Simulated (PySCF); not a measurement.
Compound: C2H10NO2Si2 (doublet state).
Structure used (GFN2-xTB), in Å, numbered top down from 1:
```
atom  x, y, z in Å
C1    -0.9017    1.3496   -0.2555
N2    -0.9677   -0.0178    0.1890
C3    -2.2923   -0.4094    0.5989
Si4    0.1333   -1.2202   -0.4060
O5     0.1219   -2.4754    0.6236
O6     1.6018   -0.5190   -0.4738
Si7    2.8490    0.3440    0.0820
H8    -1.1699    2.0125    0.5724
H9     0.1110    1.5776   -0.5759
H10   -1.5910    1.5447   -1.0859
H11   -2.6115    0.2098    1.4420
H12   -3.0229   -0.2888   -0.2098
H13   -2.2816   -1.4517    0.9050
H14    0.4738   -2.3704    1.5124
H15    3.8710   -0.6131    0.5007
H16    3.2619    1.1760   -1.0456
H17    2.4078    1.1636    1.2145
```

The hyperfine couplings belong to this conformer and change with its torsions.

As a line formula: `CN(C)[Si](O)O[SiH3]` [radical].

Level of theory: UKS B3LYP, pcH-1 on C H N O Si, non-relativistic, mean-field spin-orbit, GIAO in PySCF. The structure is a single GFN2-xTB conformer in the gas phase; no vibrational or solvent corrections. GFN2-xTB frequencies show an imaginary mode (20i cm⁻¹), so this geometry is no minimum at that level. The geometry wasn't refined by DFT: couplings that depend on bond lengths, twists or pyramidal angles can differ widely from those at the functional's own minimum, by a factor of two or more for some ions and for spin on atoms past the first row. Stability of the SCF solution: not tested.

Problem. The isotropic 29Si couplings are -940.4, -16.7 MHz. Assign them to Si4; Si7.

Solution. 
| site | a_iso (MHz) | ρ(0) (bohr⁻³) | position | distance from Si4 (Å) | spin population | largest \|T\| (MHz) |
| --- | --- | --- | --- | --- | --- | --- |
| Si4 | -940.4 | +1.0591 | largest spin population | 0.00 | +0.76 | 114.0 |
| Si7 | -16.7 | +0.0188 | 2 bonds from Si4 | 3.17 | +0.02 | 6.0 |

Problem. The isotropic 17O couplings are -133.5, -100.9 MHz. Assign them to O5; O6.

Solution. 
```tsv
site	a_iso (MHz)	ρ(0) (bohr⁻³)	position	distance from Si4 (Å)	spin population	largest |T| (MHz)
O5	-133.5	+0.2203	1 bond from Si4	1.62	+0.01	8.5
O6	-100.9	+0.1664	1 bond from Si4	1.63	+0.02	12.8
```

ρ(0) is the spin density at the nucleus and T the dipolar tensor; a_iso includes a spin–orbit part; entries for several nuclei are means. The Mulliken spin populations are largest on Si4 (+0.76) and N2 (+0.15). The angles at Si4 add up to 326.5°, so it is pyramidal.

Examples of negative spin density at the nucleus (bohr⁻³): C1 (-0.0053) and C3 (-0.0044).

Nuclei that the bonding pattern makes equivalent are averaged, as if the motion that swaps them (rotation, inversion, ring flip) were fast. C1 and C3, with what hangs on them, aren't averaged: N2 is flat or nearly so (angle sum 354°), and its turn about the short N2–Si4 bond (1.74 Å) is taken as slow. The three 1H nuclei of mean +8.0 MHz run from 0.3 to 16.3 MHz in the frozen geometry. The three 1H nuclei of mean +6.6 MHz run from 0.1 to 12.0 MHz in the frozen geometry.
